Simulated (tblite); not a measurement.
Start geometry of `C[Si@H]1C=CC=C1F` from a force field or distance geometry (Å):
```
atom  x, y, z in Å
C1    -2.1121   -0.3478   -0.2249
Si2   -0.5768   -0.0867    0.7246
C3     0.8577   -1.2060    0.1499
C4     1.8507   -0.4594   -0.3787
C5     1.6291    0.9701   -0.3562
C6     0.4499    1.3570    0.1574
F7     0.0672    2.6436    0.2469
H8    -2.5652   -1.3121    0.0044
H9    -1.9339   -0.3104   -1.3017
H10   -2.8673    0.4228    0.0161
H11   -0.7342   -0.1668    2.2076
H12    0.8011   -2.2791    0.2447
H13    2.7627   -0.8865   -0.7558
H14    2.3707    1.6607   -0.7565
```

Q: What comes out of this run: GFN2-xTB geometry optimisation, gas phase (tblite)?

A: 
```
atom  x, y, z in Å
C1    -2.1809   -0.3472   -0.2301
Si2   -0.5613   -0.1409    0.7345
C3     0.8696   -1.2264    0.1558
C4     1.8506   -0.4638   -0.3448
C5     1.6378    0.9746   -0.3531
C6     0.4620    1.3575    0.1534
F7     0.0987    2.6552    0.2293
H8    -2.6531   -1.2948    0.0092
H9    -2.0102   -0.3182   -1.3024
H10   -2.8800    0.4450    0.0194
H11   -0.7506   -0.1318    2.1879
H12    0.9519   -2.2993    0.2012
H13    2.7781   -0.8560   -0.7380
H14    2.3867    1.6457   -0.7444
```

The energy falls by 0.160 eV over 45 L-BFGS steps, the largest force on an atom goes from 2.12 to 0.007 eV/Å, and the atoms move by 0.063 Å rms after alignment. The bond that changes most is C1–Si2 (Si-methyl carbon to SiH silicon), which lengthens by 0.072 Å. Bonds longer at the end by more than 0.005 Å: 4 of 14; shorter: 7. Among the angles that change most is Si2–C3–H12, from 121.2° to 128.2°. Rotational constants go from 2677, 2350, 1404 to 2655, 2277, 1374 MHz. The orientation of the end geometry is arbitrary; only internal coordinates are fixed.

Its GFN2-xTB frequencies are all real (lowest 105 cm⁻¹). 2 starts were optimised and ended at 0.00 and 0.78 kcal/mol (GFN2-xTB); the lowest of these is shown.

All values are computed, not measured.
